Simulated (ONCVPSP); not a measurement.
**Which change was made? (Zn, ONCV)**

ONCVPSP 4.0.1 input, shortened (lines: element, Z, core and valence counts, functional; n l f; lmax; l rc ep ncon nbas qcut; lloc lpopt rc5 dvloc0; l nproj debl; icmod fcfact rcfact), BLYP, scalar-relativistic:

```
  Zn 30.00    3    4  -106131      upf
    1    0    2.00
    2    0    2.00
    2    1    6.00
    3    0    2.00
    3    1    6.00
    3    2   10.00
    4    0    2.00
    3
    0    1.35    0.00    4    7    7.70
    1    0.70    0.00    4    8   12.90
    2    1.30    0.00    4    9   13.50
    3    1.40    0.19    3    6    7.50
    4    5    0.50    1.00
    0    2    3.10
    1    3    0.70
    2    1    2.00
    3    2    1.00
    3    5.75    1.40
```

In the p channel the program set the typed energies aside and used -3.058, 0.250, 0.950 Ha.

Cutoffs, loose and tight: the cutoffs (Ha) at which the residual kinetic energy of the hardest occupied pseudo-wave falls to 1 and 0.1 mHa per electron. They do not see the model core or the augmentation charge, which bear on the density cutoff. Test errors are all-electron minus pseudo excitation energies from the reference, over the configurations 3s2 3p6 3d10 4s1; 3s2 3p6 3d10 4s0; 3s2 3p6 3d9 4s0; 3s2 3p6 3d9 4s2; variants that change the core or the reference have their own tests.

The base gives: outcome: generated, projector energies reset by the program; cutoff, loose: 80 Ha; cutoff, tight: 351 Ha; bound ghosts: p; GHOST(+) flags above zero: s, f; largest test error (meV): -27.

(1) After one change the result is: outcome: generated, projector energies reset by the program; cutoff, loose: 69 Ha; cutoff, tight: 226 Ha; bound ghosts: p; GHOST(+) flags above zero: s, f; largest test error (meV): -28. Which change was it?
A. all radii but the core radius scaled by about 0.78 (s 1.06, p 0.54, d 1.02, f 1.10 bohr); local potential polynomial inside 0.40 bohr (lpopt 5, dvloc0 1 Ha)
B. all radii but the core radius scaled by about 0.86 (s 1.16, p 0.60, d 1.12, f 1.20 bohr); local potential polynomial inside 0.44 bohr (lpopt 5, dvloc0 1 Ha)
C. all radii but the core radius scaled by about 1.05 (s 1.42, p 0.74, d 1.36, f 1.46 bohr); local potential polynomial inside 0.52 bohr (lpopt 5, dvloc0 1 Ha)

Results:

(1) C. The others give: all radii but the core radius scaled by about 0.86 (s 1.16, p 0.60, d 1.12, f 1.20 bohr); local potential polynomial inside 0.44 bohr (lpopt 5, dvloc0 1 Ha) → outcome: generated, projector energies reset by the program; cutoff, loose: 129 Ha; cutoff, tight: 458 Ha; bound ghosts: p; GHOST(+) flags above zero: s, p, f; largest test error (meV): -21 | all radii but the core radius scaled by about 0.78 (s 1.06, p 0.54, d 1.02, f 1.10 bohr); local potential polynomial inside 0.40 bohr (lpopt 5, dvloc0 1 Ha) → outcome: generated, projector energies reset by the program; cutoff, loose: 104 Ha; cutoff, tight: 565 Ha; bound ghosts: p; GHOST(+) flags above zero: s, p, f; largest test error (meV): -18.
